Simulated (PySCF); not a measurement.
C2H3, SMILES [CH][CH2+] (connectivity only; charge and spin as stated), charge +1, multiplicity 1. The structure is a stationary point at B3LYP-D3(BJ)/def2-TZVP.

TDA-LC-ωPBE/def2-TZVPD (PySCF) puts the lowest singlet excitations at 3.22, 7.84, 8.62, 10.84, 11.35, 11.83 eV.

What are the lowest excitation roots from PySCF with ADC(2)/aug-cc-pVDZ? (An estimate is asked for; the answer gives what the named calculation found.)

3.44, 7.53, 8.55, 10.77, 11.22, 11.41 eV. S1 differs by 0.22 eV (second minus first; roots are paired by order, and the bases may differ).
